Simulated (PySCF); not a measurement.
**Functional benchmark on one molecule**

Molecule: Trichlorosilane (SMILES Cl[SiH](Cl)Cl).

Molfile (atoms numbered from 1):
```
Cl3HSi
     RDKit          3D

  5  4  0  0  0  0  0  0  0  0999 V2000
   -0.9485    1.6711   -0.5868 Cl  0  0  0  0  0  0  0  0  0  0  0  0
    0.0056    0.0031    0.1125 Si  0  0  0  0  0  4  0  0  0  0  0  0
   -1.0002   -1.6629   -0.5166 Cl  0  0  0  0  0  0  0  0  0  0  0  0
    1.9090   -0.0365   -0.6308 Cl  0  0  0  0  0  0  0  0  0  0  0  0
    0.0514    0.0309    1.5874 H   0  0  0  0  0  0  0  0  0  0  0  0
  1  2  1  0
  2  3  1  0
  2  4  1  0
  2  5  1  0
M  END
```

Geometry PBE0-D3(BJ)/def2-SVP throughout; GIAO in PySCF 2.14.0 with density-fitted response routines, gas phase, one conformer, non-relativistic; equivalent atoms averaged; basis pcSseg-2.

Reference values (measured; solution; U. Herzog, Habilitationsschrift, TU Bergakademie Freiberg, 2002/2003): δ(Si2) = -9.6 ppm vs TMS. Computed shifts are taken against TMS, calculated as an isolated molecule at each level.

**Question.** How do the functionals HF, LDA, PBE, BLYP, BP86, OPBE, KT2, KT3, B97-D, B3LYP, PBE0, mPW1PW91, WP04, B97-2, BHandHLYP, CAM-B3LYP, wB97X-D, LC-wPBE perform against the reference? Times are CPU seconds on shared hosts with different chips, so compare them loosely.

**Answer.** 
| functional | kind | Si2 | abs. error Si | core-s |
| --- | --- | --- | --- | --- |
| HF | Hartree–Fock | -2.9 | 6.7 | 8 |
| LDA | LDA | 17.0 | 26.6 | 12 |
| PBE | GGA | 10.2 | 19.8 | 16 |
| BLYP | GGA | 7.6 | 17.2 | 16 |
| BP86 | GGA | 10.1 | 19.7 | 16 |
| OPBE | GGA | 8.0 | 17.6 | 16 |
| KT2 | GGA | 9.6 | 19.2 | 14 |
| KT3 | GGA | 5.3 | 14.9 | 25 |
| B97-D | GGA | 5.5 | 15.1 | 22 |
| B3LYP | global hybrid | 7.9 | 17.5 | 20 |
| PBE0 | global hybrid | 9.7 | 19.3 | 17 |
| mPW1PW91 | global hybrid | 9.6 | 19.2 | 17 |
| WP04 | global hybrid | 4.6 | 14.2 | 10 |
| B97-2 | global hybrid | 7.0 | 16.6 | 9.8 |
| BHandHLYP | global hybrid | 5.3 | 14.9 | 9.5 |
| CAM-B3LYP | range-separated hybrid | 9.9 | 19.5 | 14 |
| wB97X-D | range-separated hybrid | 10.1 | 19.7 | 14 |
| LC-wPBE | range-separated hybrid | 13.0 | 22.6 | 17 |

For 29Si the closest is HF (6.7 ppm) and the furthest LDA (26.6 ppm). One molecule is a small sample, and vibrational and solvent effects are absent from the calculation.
